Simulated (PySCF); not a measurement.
AsF₃, charge +1, doublet, geometry from GFN2-xTB (a state made from the parent by changing its charge; the spin is typed, not shown lowest); PySCF with DF-B3LYP/STO-3G.

Here is a job for PySCF.
```python
from pyscf import gto, scf, dft

mol = gto.M(
    atom='''
F    -0.86383509   -1.20521111   -0.44452213
As    0.01084277   -0.00481260    0.37118157
F     1.46023873   -0.12505297   -0.49840690
F    -0.63616046    1.34791028   -0.41807005
''',
    basis='sto-3g',
    charge=1,
    spin=1,
    verbose=4,
)

mf = dft.UKS(mol)
mf.xc = 'b3lyp'
mf = mf.density_fit(auxbasis='def2-universal-jkfit')
mf.kernel()
```

Question: Predict the main parts of the log of this PySCF run.

Answer: 
```
PySCF version 2.14.0

[INPUT] verbose = 4
[INPUT] num. atoms = 4
[INPUT] num. electrons = 59
[INPUT] charge = 1
[INPUT] spin (= nelec alpha-beta = 2S) = 1
[INPUT] symmetry False subgroup None
[INPUT] Mole.unit = angstrom
[INPUT] Symbol           X                Y                Z      unit          X                Y                Z       unit  Magmom
[INPUT]  1 F     -0.863835090000  -1.205211110000  -0.444522130000 AA   -1.632411736889  -2.277518920183  -0.840025082008 Bohr   0.0
[INPUT]  2 As     0.010842770000  -0.004812600000   0.371181570000 AA    0.020489865732  -0.009094495947   0.701431509786 Bohr   0.0
[INPUT]  3 F      1.460238730000  -0.125052970000  -0.498406900000 AA    2.759451276183  -0.236315864363  -0.941852539593 Bohr   0.0
[INPUT]  4 F     -0.636160460000   1.347910280000  -0.418070050000 AA   -1.202169040677   2.547181269686  -0.790037895383 Bohr   0.0

nuclear repulsion = 328.412501092791
number of shells = 17
number of NR pGTOs = 99
number of NR cGTOs = 33
basis = sto-3g
ecp = {}

******** <class 'pyscf.df.df_jk.DFUKS'> ********
method = DFUKS
initial guess = minao
damping factor = 0
level_shift factor = 0
DIIS = <class 'pyscf.scf.diis.CDIIS'>
diis_start_cycle = 1
diis_space = 8
diis_damp = 0
SCF conv_tol = 1e-09
SCF conv_tol_grad = None
SCF max_cycles = 50
direct_scf = False
number electrons alpha = 30  beta = 29
XC library pyscf.dft.libxc version 7.1.2
    S. Lehtola, C. Steigemann, M. J. T. Oliveira, and M. A. L. Marques,  SoftwareX 7, 1–5 (2018)
XC functionals = b3lyp
    P. J. Stephens, F. J. Devlin, C. F. Chabalowski, and M. J. Frisch,  J. Phys. Chem. 98, 11623 (1994)
radial grids:
    Treutler-Ahlrichs [JCP 102, 346 (1995); DOI:10.1063/1.469408] (M4) radial grids

becke partition: Becke, JCP 88, 2547 (1988); DOI:10.1063/1.454033
pruning grids: <function nwchem_prune>
grids dens level: 3
symmetrized grids: False
atomic radii adjust function: <function treutler_atomic_radii_adjust>
small_rho_cutoff = 0
Set gradient conv threshold to 3.16228e-05
tot grids = 63216
******** <class 'pyscf.df.df.DF'> ********
auxbasis = def2-universal-jkfit
init E= -2503.3321373125

cycle= 1 E= -2505.36688479686  delta_E= -2.03  |g|= 0.294  |ddm|= 1.96
cycle= 2 E= -2505.31856169246  delta_E= 0.0483  |g|= 0.387  |ddm|= 1.11
cycle= 3 E= -2505.44496496874  delta_E= -0.126  |g|= 0.0087  |ddm|= 0.627
cycle= 4 E= -2505.44513650529  delta_E= -0.000172  |g|= 0.00359  |ddm|= 0.0334
cycle= 5 E= -2505.44516364605  delta_E= -2.71e-05  |g|= 0.000308  |ddm|= 0.0158
cycle= 6 E= -2505.44516392064  delta_E= -2.75e-07  |g|= 0.000113  |ddm|= 0.00179
cycle= 7 E= -2505.44516391104  delta_E= 9.6e-09  |g|= 0.000168  |ddm|= 0.000467
cycle= 8 E= -2505.44516393491  delta_E= -2.39e-08  |g|= 7.7e-06  |ddm|= 0.000294
cycle= 9 E= -2505.44516393505  delta_E= -1.38e-10  |g|= 7.61e-07  |ddm|= 3.8e-05
Extra cycle  E= -2505.44516393505  delta_E= 9.09e-13  |g|= 5.74e-07  |ddm|= 2.97e-06
converged SCF energy = -2505.44516393505  <S^2> = 0.75958589  2S+1 = 2.009563
```
